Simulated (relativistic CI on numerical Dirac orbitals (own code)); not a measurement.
# How well does a small relativistic CI reproduce Be+?

Calculated at this level of theory: Dirac-Coulomb-Breit CI, orbitals from a KLI potential per configuration, model QED, valence Slater integrals scaled by 0.85, configuration energies shifted to the measured levels that pair with them (semi-empirical) (own radial code, finite nucleus).

Configurations in the expansion (outside the closed core 1s2): 2s, 2p, 3s, 3p, 3d, 4s, 4p, 4d, 4f. Levels of other configurations are missing.

```
Configuration  Term (tabulated)    J  Measured (cm⁻¹)  Computed  Error  Purity (%)
           2s                2S  1/2              0.0         0      0         100
           2p               2P°  1/2          31928.7     31930      1         100
           2p               2P°  3/2          31935.3     31935     -1         100
           3s                2S  1/2          88231.9     88232      0         100
           3p               2P°  1/2          96495.3     96496      0         100
           3p               2P°  3/2          96497.3     96497      0         100
           3d                2D  3/2          98054.6     98055      0         100
           3d                2D  5/2          98055.1     98055      0         100
           4s                2S  1/2         115464.4    115464      0         100
           4p               2P°  1/2         118760.5    118761      0         100
           4p               2P°  3/2         118761.3    118761      0         100
           4d                2D  3/2         119421.2    119421      0         100
           4d                2D  5/2         119421.4    119421      0         100
           4f               2F°  5/2         119446.6    119447      0         100
           4f               2F°  7/2         119446.7    119447      0         100
```

Measured levels from NIST Handbook of Basic Atomic Spectroscopic Data (Sansonetti and Martin, J. Phys. Chem. Ref. Data 34, 1559 (2005)); pairs were made by configuration, J and term (by order where the table uses no LS term), so strongly mixed levels may be paired wrongly.

Mean error by configuration (cm⁻¹): 2p 0; 3s 0; 3p 0; 3d 0; 4s 0; 4p 0; 4d 0; 4f 0. Over the excited levels the mean absolute error is 0 cm⁻¹ (14 of the 14 excited levels that our extract of the source holds in range could be paired), and the median relative error of those above 1,000 cm⁻¹ is 7e-06 %, both after the shifts were fitted to these levels, so that a configuration with one level shows no error.

Configurations whose levels could be paired with our table of measured levels were shifted onto them, all but the ground configuration, by the median error of their levels; single terms can still be off by 1,000 to 2,000 cm⁻¹ or more, and rates follow the energies as ν³ (E1, M1) or ν⁵ (E2). The others borrow a shift and can be off by several thousand cm⁻¹ or more. The fine structure of a lone outer electron comes out too small, for d and f at times inverted, and misplaced configurations move strength between like terms. 14 of the 14 excited levels that our extract of the measured tables holds in this range could be paired (the sources list more); they are missed by 0 cm⁻¹ on average and 1 at most, after the shifts were fitted to these levels, and levels without a partner can miss by more.

Shifts applied (cm⁻¹): 2s 0; 2p -798; 3s -743; 3p -1002; 3d 355; 4s -1112; 4p -1279; 4d -788; 4f -2941.
